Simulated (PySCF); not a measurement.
Sn(GeH3)3(H), SMILES [GeH3][SnH]([GeH3])[GeH3] (CAM-B3LYP/def2-SVP optimised geometry):

```
14

Sn     0.331    -1.000     2.089
Ge     1.257     0.261     0.000
Ge    -2.278    -1.043     2.052
Ge     1.200     0.103     4.289
H      0.898    -2.619     2.037
H      0.775     1.721     0.000
H      2.794     0.261     0.000
H      0.772    -0.406    -1.297
H     -2.794    -1.721     0.772
H     -2.828    -1.814     3.263
H     -2.837     0.388     2.098
H      2.736     0.105     4.328
H      0.714     1.558     4.386
H      0.685    -0.660     5.521
```

Computed with CAM-B3LYP/def2-TZVP, def2 effective core potentials past Kr in PySCF.

Problem. What are the frontier orbital energies and the dipole moment?

Solution. HOMO-2 -9.78 eV, HOMO-1 -8.70 eV, HOMO -8.70 eV, LUMO 0.30 eV, LUMO+1 0.64 eV; dipole moment 0.01 D.

On the same geometry PBE/def2-TZVP, def2 effective core potentials past Kr run with PySCF 2.14.0 gives HOMO-2 -7.35 eV, HOMO-1 -6.59 eV, HOMO -6.59 eV, LUMO -1.44 eV, LUMO+1 -1.01 eV; dipole moment 0.01 D.
